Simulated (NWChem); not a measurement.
Molecule: BNH₄O; SMILES NBO

```xyz
7

B     -0.4972    -0.0535     0.0000
H     -1.7071    -0.0715     0.0000
O      0.1342    -1.2641     0.0000
H      1.0944    -1.2036     0.0000
N      0.1698     1.1849     0.0000
H     -0.3387     2.0574     0.0000
H      1.1747     1.3041     0.0000
```
Atoms are numbered in this order, from 1.

Program: NWChem. Geometry: optimised at PBE0/def2-SVP. Vertical excitations in the gas phase; the lowest state need not have the same character in each row.

For level B3LYP/aug-cc-pVDZ, TDA:

```yaml
lowest excitation, singlet (eV): 6.12
orbital gap (eV): 7.13
```

How do the values read with level BHandHLYP/aug-cc-pVDZ, TDA instead?


| Quantity | Result |
|---|---|
| lowest excitation, singlet (eV) | 6.76 |
| orbital gap (eV) | 9.32 |
